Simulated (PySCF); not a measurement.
## Field gradients at the hydrogen positions

Species: C₅H₁₀OSSi.
Cartesian coordinates in Å at the GFN2-xTB level; atoms count from 1:
```
atom  x, y, z in Å
C1    -1.378   -1.651   -0.320
C2    -1.657   -0.355   -0.390
C3    -3.067    0.138   -0.480
Si4   -0.364    1.007   -0.385
O5     1.047    0.134   -0.322
C6     2.256    0.639   -0.337
C7     3.360   -0.364   -0.266
S8     2.524    2.241   -0.418
H9    -0.365   -2.009   -0.252
H10   -2.151   -2.405   -0.329
H11   -3.284    0.796    0.360
H12   -3.202    0.721   -1.389
H13   -3.780   -0.684   -0.478
H14   -0.439    1.859    0.800
H15   -0.381    1.800   -1.612
H16    3.346   -0.846    0.712
H17    3.207   -1.137   -1.018
H18    4.320    0.120   -0.416
```

Level: PBE0/pcSseg-1 (PySCF, non-relativistic); Q(2H) = 0.00286 b; rigid geometry, the same for H and D, with no vibrational averaging.

Question: Rank these positions by the coupling χzz of a deuteron there, largest first.
A. H12 (methyl hydrogen)
B. H9 (vinylic hydrogen)
C. H15 (Si–H hydrogen)

Answer: B (225 kHz), A (210 kHz), C (108 kHz).

Question: What are Vzz, η and χzz (234.96 MHz × Q × Vzz) at all hydrogens?

Answer: 
| atom | bonded to | bond length (Å) | Vzz (au) | η | χzz (kHz) |
| --- | --- | --- | --- | --- | --- |
| H9 | C1 | 1.077 | 0.3352 | 0.04 | 225 |
| H10 | C1 | 1.080 | 0.3306 | 0.05 | 222 |
| H11 | C3 | 1.088 | 0.3125 | 0.03 | 210 |
| H12 | C3 | 1.088 | 0.3125 | 0.03 | 210 |
| H13 | C3 | 1.088 | 0.3137 | 0.03 | 211 |
| H14 | Si4 | 1.462 | 0.1612 | 0.06 | 108 |
| H15 | Si4 | 1.461 | 0.1614 | 0.06 | 108 |
| H16 | C7 | 1.091 | 0.3083 | 0.04 | 207 |
| H17 | C7 | 1.090 | 0.3088 | 0.04 | 208 |
| H18 | C7 | 1.086 | 0.3106 | 0.03 | 209 |

Question: Average by the element that carries the hydrogen.

Answer: on C: 213 kHz over 8 positions, mean bond length 1.086 Å; on Si: 108 kHz over 2 positions, mean bond length 1.462 Å.

Question: How does χzz go with the bond length over the 8 C–H bonds?

Answer: A straight-line fit has a slope of -13.4 kHz for each 0.01 Å, with a correlation coefficient of -0.96, over lengths from 1.077 to 1.091 Å. The longer bonds have the smaller couplings here.

One conformer (not necessarily the lowest) at the GFN2-xTB geometry, without solvent, vibrations or thermal averaging. GFN2-xTB bond lengths can be off by several hundredths of an ångström, more for odd bonds, and the gradients follow them. A larger basis could move these couplings by a tenth or more.
